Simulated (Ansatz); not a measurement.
Ansatz (a first-principles code) input for B(F)(NHMe)(OMe) (C₂H₇BFNO), SMILES CNB(F)OC, r2SCAN-D4/def2-SVP. 

Ansatz 0.2 input:
```yaml
crystal:
  periodic: [false, false, false]
  atoms:
    - {symbol: B, position_ang: [-0.25476414, 0.08919737, 0.32987958]}
    - {symbol: F, position_ang: [-0.55138248, -0.08829897, 1.62708607]}
    - {symbol: N, position_ang: [0.85488082, -0.58078987, -0.19889971]}
    - {symbol: C, position_ang: [1.74191650, -1.46944166, 0.52261047]}
    - {symbol: H, position_ang: [1.10407395, -0.47038783, -1.16841133]}
    - {symbol: H, position_ang: [2.76718131, -1.09079984, 0.50527563]}
    - {symbol: H, position_ang: [1.72872358, -2.47032175, 0.08343332]}
    - {symbol: H, position_ang: [1.40618618, -1.53222714, 1.55421693]}
    - {symbol: O, position_ang: [-1.08969514, 0.92082339, -0.33468586]}
    - {symbol: C, position_ang: [-0.95118413, 1.23875248, -1.69522839]}
    - {symbol: H, position_ang: [-1.02343537, 0.34330516, -2.32059166]}
    - {symbol: H, position_ang: [-1.76345363, 1.91981443, -1.95098260]}
    - {symbol: H, position_ang: [0.00598834, 1.73239767, -1.89062067]}
basis:
  gaussian:
    orbitals: def2-SVP
hamiltonian:
  xc: r2scan
  dispersion: d4
relax: {f_tol: 0.002, max_steps: 200}
```

Log of the run:

```
WARN ansatz: RAYON_NUM_THREADS=1 ignored (pool sized by the plan → 1); use --threads N
Functional definition: r2SCAN
integrals: 0.06 GiB planned
1339 factors; their error is unknown
mean field: 0.37 GiB planned
mean field evaluation 1: about -9100.7314 eV, gradient 6.8e1 eV
mean field evaluation 2: about -9092.3828 eV, gradient 9.2e1 eV
mean field evaluation 4: about -9110.4693 eV, gradient 4.0e0 eV
mean field evaluation 8: about -9110.5036 eV, gradient 9.1e-2 eV
mean field evaluation 16: about -9110.4440 eV, gradient 3.9e-4 eV
mean field -9110.44395195 eV, -334.8026399533 hartree, gradient 3.1e-5 eV, S^2 0.000000; 0 other end points of the search recorded, 0 dependent functions left out
the calculation of the forces begins
reference -9110.44396278 eV, -334.8026403516 hartree; 24, 24 occupied and 95, 95 virtual orbitals, 1339 factors
relax step   1: F+E_penalty+E_count = -9110.50222669 eV  Δ(F+E_penalty+E_count) = +0.000e0 eV  max|allowed force component| = 5.329e-1 eV/Å  Δτ_max = 0.0000 Å  (28 SCF iters, accepted)
these checks for a lower state are left out or cut short: starts, cluster_reference, orbital_swaps, neighbouring_geometries, increment
integrals: 0.06 GiB planned
1339 factors; their error is unknown
mean field: 0.37 GiB planned
mean field -9110.47534993 eV, -334.8037938079 hartree, gradient 1.2e-5 eV, S^2 0.000000; 0 other end points of the search recorded, 0 dependent functions left out
the calculation of the forces begins
reference -9110.47536080 eV, -334.8037942074 hartree; 24, 24 occupied and 95, 95 virtual orbitals, 1339 factors
relax step   2: F+E_penalty+E_count = -9110.53368624 eV  Δ(F+E_penalty+E_count) = -3.146e-2 eV  max|allowed force component| = 2.639e-1 eV/Å  Δτ_max = 0.0352 Å  (31 SCF iters, accepted)
these checks for a lower state are left out or cut short: starts, cluster_reference, orbital_swaps, neighbouring_geometries, increment
integrals: 0.06 GiB planned
1339 factors; their error is unknown
mean field: 0.37 GiB planned
mean field evaluation 32: about -9110.4828 eV, gradient 1.2e-5 eV
mean field -9110.48279923 eV, -334.8040675647 hartree, gradient 1.2e-5 eV, S^2 0.000000; 0 other end points of the search recorded, 0 dependent functions left out
the calculation of the forces begins
reference -9110.48281010 eV, -334.8040679641 hartree; 24, 24 occupied and 95, 95 virtual orbitals, 1339 factors
relax step   3: F+E_penalty+E_count = -9110.54130015 eV  Δ(F+E_penalty+E_count) = -7.614e-3 eV  max|allowed force component| = 7.631e-2 eV/Å  Δτ_max = 0.0405 Å  (31 SCF iters, accepted)
these checks for a lower state are left out or cut short: starts, cluster_reference, orbital_swaps, neighbouring_geometries, increment
integrals: 0.06 GiB planned
1339 factors; their error is unknown
mean field: 0.37 GiB planned
mean field -9110.48324507 eV, -334.8040839489 hartree, gradient 1.2e-5 eV, S^2 0.000000; 0 other end points of the search recorded, 0 dependent functions left out
the calculation of the forces begins
reference -9110.48325593 eV, -334.8040843479 hartree; 24, 24 occupied and 95, 95 virtual orbitals, 1339 factors
relax step   4: F+E_penalty+E_count = -9110.54179320 eV  Δ(F+E_penalty+E_count) = -4.930e-4 eV  max|allowed force component| = 3.746e-2 eV/Å  Δτ_max = 0.0120 Å  (32 SCF iters, accepted)
these checks for a lower state are left out or cut short: starts, cluster_reference, orbital_swaps, neighbouring_geometries, increment
integrals: 0.06 GiB planned
1339 factors; their error is unknown
mean field: 0.37 GiB planned
mean field -9110.48324508 eV, -334.8040839494 hartree, gradient 1.3e-5 eV, S^2 0.000000; 0 other end points of the search recorded, 0 dependent functions left out
the calculation of the forces begins
reference -9110.48325594 eV, -334.8040843485 hartree; 24, 24 occupied and 95, 95 virtual orbitals, 1339 factors
relax step   5: F+E_penalty+E_count = -9110.54179495 eV  Δ(F+E_penalty+E_count) = -1.751e-6 eV  max|allowed force component| = 2.460e-2 eV/Å  Δτ_max = 0.0034 Å  (23 SCF iters, accepted)
these checks for a lower state are left out or cut short: starts, cluster_reference, orbital_swaps, neighbouring_geometries, increment
integrals: 0.06 GiB planned
1339 factors; their error is unknown
mean field: 0.37 GiB planned
mean field -9110.48325072 eV, -334.8040841567 hartree, gradient 1.2e-5 eV, S^2 0.000000; 0 other end points of the search recorded, 0 dependent functions left out
the calculation of the forces begins
reference -9110.48326158 eV, -334.8040845556 hartree; 24, 24 occupied and 95, 95 virtual orbitals, 1339 factors
relax step   6: F+E_penalty+E_count = -9110.54181821 eV  Δ(F+E_penalty+E_count) = -2.326e-5 eV  max|allowed force component| = 2.254e-2 eV/Å  Δτ_max = 0.0050 Å  (32 SCF iters, accepted)
these checks for a lower state are left out or cut short: starts, cluster_reference, orbital_swaps, neighbouring_geometries, increment
integrals: 0.06 GiB planned
1339 factors; their error is unknown
mean field: 0.37 GiB planned
mean field -9110.48329449 eV, -334.8040857653 hartree, gradient 1.1e-5 eV, S^2 0.000000; 0 other end points of the search recorded, 0 dependent functions left out
the calculation of the forces begins
reference -9110.48330535 eV, -334.8040861642 hartree; 24, 24 occupied and 95, 95 virtual orbitals, 1339 factors
relax step   7: F+E_penalty+E_count = -9110.54185803 eV  Δ(F+E_penalty+E_count) = -3.983e-5 eV  max|allowed force component| = 2.739e-3 eV/Å  Δτ_max = 0.0020 Å  (23 SCF iters, accepted)
these checks for a lower state are left out or cut short: starts, cluster_reference, orbital_swaps, neighbouring_geometries, increment
integrals: 0.06 GiB planned
1339 factors; their error is unknown
mean field: 0.37 GiB planned
mean field evaluation 64: about -9110.4833 eV, gradient 2.1e-5 eV
mean field -9110.48329604 eV, -334.8040858220 hartree, gradient 2.1e-5 eV, S^2 0.000000; 0 other end points of the search recorded, 0 dependent functions left out
the calculation of the forces begins
reference -9110.48330689 eV, -334.8040862209 hartree; 24, 24 occupied and 95, 95 virtual orbitals, 1339 factors
relax step   8: F+E_penalty+E_count = -9110.54185911 eV  Δ(F+E_penalty+E_count) = -1.075e-6 eV  max|allowed force component| = 2.135e-4 eV/Å  Δτ_max = 0.0010 Å  (21 SCF iters, accepted)
integrals: 0.06 GiB planned
1339 factors; their error is unknown
mean field: 0.37 GiB planned
mean field -9110.48329604 eV, -334.8040858220 hartree, gradient 2.1e-5 eV, S^2 0.000000; 1 other end points of the search recorded, 0 dependent functions left out
the calculation of the forces begins
reference -9110.48330689 eV, -334.8040862209 hartree; 24, 24 occupied and 95, 95 virtual orbitals, 1339 factors
Total energy: -9110.54186997 eV, -334.8062383742 hartree
Atom 0 at    -0.280314     0.097536     0.365877 Å, force    -0.000007     0.000117    -0.000061 eV/Å
Atom 1 at    -0.553491    -0.099345     1.665317 Å, force     0.000104     0.000091     0.000050 eV/Å
Atom 2 at     0.827650    -0.555274    -0.211646 Å, force    -0.000114    -0.000164    -0.000004 eV/Å
Atom 3 at     1.726967    -1.447156     0.488269 Å, force    -0.000044    -0.000129     0.000066 eV/Å
Atom 4 at     1.043154    -0.413988    -1.191608 Å, force     0.000061     0.000060    -0.000060 eV/Å
Atom 5 at     2.768303    -1.078337     0.483767 Å, force     0.000009     0.000083     0.000032 eV/Å
Atom 6 at     1.727496    -2.463717     0.055774 Å, force     0.000114    -0.000038     0.000017 eV/Å
Atom 7 at     1.405913    -1.529431     1.535279 Å, force     0.000011     0.000024    -0.000032 eV/Å
Atom 8 at    -1.120765     0.936175    -0.306662 Å, force    -0.000213    -0.000207    -0.000057 eV/Å
Atom 9 at    -0.924894     1.210178    -1.670131 Å, force     0.000098     0.000172     0.000069 eV/Å
Atom 10 at    -0.989065     0.294229    -2.287988 Å, force    -0.000038     0.000014    -0.000029 eV/Å
Atom 11 at    -1.711075     1.902275    -2.005481 Å, force     0.000032     0.000080     0.000035 eV/Å
Atom 12 at     0.055156     1.688879    -1.857687 Å, force    -0.000012    -0.000103    -0.000025 eV/Å
Dipole moment:     0.385052    -0.110998    -0.576221 e Å
```

Self-consistency was reached.

Cost: very roughly 40 core-seconds.
